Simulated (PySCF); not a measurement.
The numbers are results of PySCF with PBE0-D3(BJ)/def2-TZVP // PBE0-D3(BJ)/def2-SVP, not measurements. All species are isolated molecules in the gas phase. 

Reference species (SMILES): `s1c([SiH3])cc2c1cccc2Cl` (neutral, multiplicity 1).

| Quantity | Result |
|---|---|
| dipole moment | 1.04 D |
| HOMO–LUMO gap | 5.08 eV |

Changed species: `[SiH3]c1cc2ccsc2cc1Cl`.

Q: Predict the effect on the dipole moment and HOMO–LUMO gap.

A: the dipole moment rises by 1.31 D, to 2.35 D; the HOMO–LUMO gap rises by 0.28 eV, to 5.36 eV.
